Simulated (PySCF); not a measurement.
From one molecule to another.

First species: C6H7FSi.
SMILES: `C#C/C=C(F)/C=C\[SiH3]`

Second species: 1,1-dichloroethane, C2H4Cl2.
Cartesian coordinates in Å at the GFN2-xTB level; atoms count from 1:
```xyz
8
C2H4Cl2 angstrom
C     -0.8280   -0.0121    0.0202
C      0.6787    0.0253    0.1221
Cl     1.3335    1.4110   -0.7889
Cl     1.3868   -1.4785   -0.5224
H     -1.2443    0.9077    0.4246
H     -1.2114   -0.8576    0.5867
H     -1.1357   -0.1132   -1.0177
H      1.0295    0.1269    1.1508
```

Levels: CAM-B3LYP/def2-SVPD for dipole moment, HOMO energy, LUMO energy, HOMO–LUMO gap, static isotropic polarisability and electronic spatial extent ⟨r²⟩ about the centre of nuclear charge; TDDFT CAM-B3LYP/def2-SVPD for lowest singlet excitation; TDA CAM-B3LYP/def2-SVPD for lowest triplet excitation (Tamm–Dancoff); GFN2-xTB for rotational constant A and rotational constant C. Geometries: GFN2-xTB. Each species is one conformer at its optimised geometry, gas phase, non-relativistic unless stated. Electronic properties by PySCF.

The conformers computed, where there is a choice (atom-mapped SMILES and torsion angles):
- `[CH:1]#[C:2]/[CH:3]=[C:4]([F:5])/[CH:6]=[CH:7]\[SiH3:8]`: C3–C4–C6–C7 180°

(1) Which of the two has the higher HOMO–LUMO gap, and by how much?

(2) Which has the higher dipole moment?

(3) Which has the higher static isotropic polarisability?

(4) Which of the two has the higher LUMO energy, and by how much?

(5) Which of the two has the higher rotational constant C, and by how much?

(6) Which has the higher T1 energy?

(7) Which has the higher S1 energy?

(8) Which has the higher rotational constant A?

Answers

(1) The second: 10.97 eV against 6.92 eV, a difference of 4.05 eV.

(2) The second: 2.15 D against 1.68 D, a difference of 0.47 D.

(3) The first: 112.6 au against 54.1 au, a difference of 58.5 au.

(4) The second: 0.90 eV against -1.00 eV, a difference of 1.90 eV.

(5) The second: 2.289 GHz against 0.712 GHz, a difference of 1.577 GHz.

(6) The second: 6.35 eV against 2.56 eV, a difference of 3.79 eV.

(7) The second: 7.09 eV against 4.67 eV, a difference of 2.42 eV.

(8) The second: 6.411 GHz against 4.733 GHz, a difference of 1.678 GHz.

On the first: The dipole matches unit charges of opposite sign 0.35 Å apart (1 e·Å = 4.8032 D).

On the second: The polarisability is 8.02 Å³ as a volume (1 au = 0.148185 Å³), or 1.08 au for each of the 50 electrons. The principal polarisabilities are 45.2, 54.6 and 62.5 au; their mean is the isotropic value.
